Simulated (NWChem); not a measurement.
## SbH3 (stibine): name the method

The species is SbH3 (4 atoms), meant as a singlet with charge 0. As SMILES, `[SbH3]`. Geometry: relaxed at PBE0-D4/def2-TZVP.

```xyz
4

Sb    0.4563   -0.3098   -0.4645
H     0.8439    0.0722    1.1539
H    -1.0391   -0.9844    0.0089
H    -0.2610    1.2219   -0.6983
```

A calculation with NWChem 7.3.0 gave:

```yaml
total_energy: -240.9799 Eh
dipole_moment: 0.36 D
HOMO_energy: -9.80 eV
LUMO_energy: 2.53 eV
HOMO–LUMO_gap: 12.33 eV
mean_polarisability_at_ω_=_0.0428_Eh: 41.6 bohr³
```

Which of these levels gave the numbers?
A. HSE06 (ITYH form)/def2-SVP (core potential)
B. HF/6-311G**/def2-TZVP (core potential)
C. revPBE-D3(0)/6-31G*/SBKJC-VDZ (core potential, spherical functions, COSMO-KS water)
D. r2SCAN0/6-31G*/SBKJC-VDZ (core potential, spherical functions)

B. The others give -7.2266 Eh (revPBE-D3(0)/6-31G*/SBKJC-VDZ (core potential, spherical functions, COSMO-KS water)), -242.0528 Eh (HSE06 (ITYH form)/def2-SVP (core potential)), -7.1911 Eh (r2SCAN0/6-31G*/SBKJC-VDZ (core potential, spherical functions)).
